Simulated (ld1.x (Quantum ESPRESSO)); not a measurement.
LDA (PZ) RRKJ dataset for Si, scalar-relativistic all-electron reference.

ld1.x (Quantum ESPRESSO) 7.5 input, shortened:

```
&input
   title='Si', zed=14., rel=1, dft='PZ', iswitch=3,
   config='[Ne] 3s2 3p0'
 /
 &inputp
   pseudotype=2, tm=.false., rho0=0.005, lloc=0,
   nlcc=.true., rcore=1.45
 /
2
3P  2  1   0.00   0.00  1.65  1.65  0.0
3S  1  0   2.00   0.00  1.75  1.75  0.0
 &test
   configts(1)='3s2 3p0'
 /
```

* Cutoffs needed: 18 Ry and 40 Ry (the cutoffs (Ry, on a coarse ladder) from which the occupation-weighted sum of valence levels, in a spherical-Bessel basis at the reference potential, stays within 10 and 1 mRy of its value at 400 Ry)
* Ghost test: no extra level below or beside the all-electron valence levels (p, s, d, f tested) (spherical-Bessel basis up to 400 Ry, 20 bohr box)
* Largest excitation error: +35 meV (all-electron minus pseudo) for 3s2 3p2.3, out of 7 test configurations
